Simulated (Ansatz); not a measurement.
`[OH][Hf]([F])([F])[I]` + H₂O → `[OH][Hf]([OH])([F])[F]` + HI at 500 K and 1 bar (formal hydrolysis of the Hf–I bond).

Computed with Ansatz on PBE0-D4/def2-TZVP structures; ΔE is electronic, products minus reactants. CCSD(T)/CBS adds triple-zeta CCSD(T) − MP2 to the extrapolated MP2 energy (def2 sets, frozen cores). This one scheme is used for every species. Elements past krypton have def2 core potentials. For Hf, I outer-core shells are correlated without core-valence functions, which leaves a few kJ/mol of doubt a bond. Each species was taken in one conformer, which may not be the lowest.

```json
{"species": "`[OH][Hf]([F])([F])[I]`", "CCSD(T)/CBS energy (Eh)": "-621.00680", "H − E (kJ/mol)": "90.8", "S (J/(mol·K))": "454.0"}
{"species": "H₂O", "CCSD(T)/CBS energy (Eh)": "-76.37941", "H − E (kJ/mol)": "73.2", "S (J/(mol·K))": "206.3"}
{"species": "`[OH][Hf]([OH])([F])[F]`", "CCSD(T)/CBS energy (Eh)": "-399.34116", "H − E (kJ/mol)": "124.7", "S (J/(mol·K))": "442.0"}
{"species": "HI", "CCSD(T)/CBS energy (Eh)": "-298.03592", "H − E (kJ/mol)": "28.6", "S (J/(mol·K))": "221.6"}
```

H − E and S are ideal-gas, rigid-rotor, harmonic terms from PBE0-D4/def2-TZVP, for one conformer and one mirror image of each species. 1 Eh = 2625.50 kJ/mol, R = 8.31446 J/(mol·K).

**Question.** By hand: ΔE, ΔH, ΔS and ΔG.

**Answer.** ΔE = (-399.34116) + (-298.03592) − (-621.00680) − (-76.37941) = 0.00913 Eh = 24.0 kJ/mol. Δ(H − E) = 124.7 + 28.6 − 90.8 − 73.2 = -10.7, so ΔH = 13.3 kJ/mol. ΔS = 442.0 + 221.6 − 454.0 − 206.3 = 3.3 J/(mol·K). ΔG = 13.3 − 500 × (3.3)/1000 = 11.7 kJ/mol.

**Question.** By hand: the equilibrium constant, and the temperature at which ΔG would vanish if ΔH and ΔS stayed fixed.

**Answer.** log₁₀ K = −ΔG/(RT ln 10) = -1.2. ΔG = 0 at ΔH/ΔS = 4030 K, far beyond where these terms or the molecules hold.

The number of gas molecules stays the same, so ΔS is small and ΔH decides. A doubt of 5 kJ/mol in ΔE shifts log₁₀ K by 0.5 here. Other conformers and mirror images would add mixing entropy, several J/(mol·K) or more a flexible species. These are equilibria of isolated gas molecules and say nothing of rates. Largest T1 diagnostic: 0.016 (customary marks: 0.02 for closed shells, 0.045 for open ones).
